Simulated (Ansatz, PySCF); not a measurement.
Potential energy curve for BeH (cation, charge +1), singlet.

- RKS-B3LYP/6-31G* = restricted B3LYP/6-31G*, spherical d (PySCF 2.14.0)
- UHF/aug-cc-pVDZ (Ansatz, a first-principles code)
- RHF/STO-3G = restricted Hartree-Fock/STO-3G (PySCF)
- FCI = full CI/aug-cc-pVDZ, frozen core (Ansatz)

Energies relative to the lowest point of each curve near equilibrium, in mEh:

```
R / Å  RKS-B3LYP/6-31G*   UHF  RHF/STO-3G
-----  ----------------  ----  ----------
1.31                0.1   0.0         0.0
1.33                0.0   0.0         0.0
1.54               10.4  12.0        14.1
1.80               36.5  36.9        51.2
2.01               59.2  49.5        85.7
2.22               80.0  57.9       119.2
2.39               94.8  62.7       143.8
2.69              116.0  68.3       180.2
3.26              142.2  72.8       225.6
4.05              158.1  74.5       253.7
4.71              162.1  74.9       262.3
5.26              162.8  75.0       265.3
```

### Question
What does FCI give at the same points?

### Answer
1.31: 0.1; 1.33: 0.0; 1.54: 9.2; 1.80: 32.6; 2.01: 52.0; 2.22: 68.7; 2.39: 79.6; 2.69: 93.2; 3.26: 105.2; 4.05: 109.2; 4.71: 109.9; 5.26: 110.1 (mEh).

The restricted form behind RKS-B3LYP/6-31G*, RHF/STO-3G keeps the bonding electrons paired and can't separate into open-shell fragments. The unrestricted determinant behind UHF is spin-contaminated at 1.80 to 5.26 Å (<S²> up to 1.0, against 0.00 for a pure singlet).
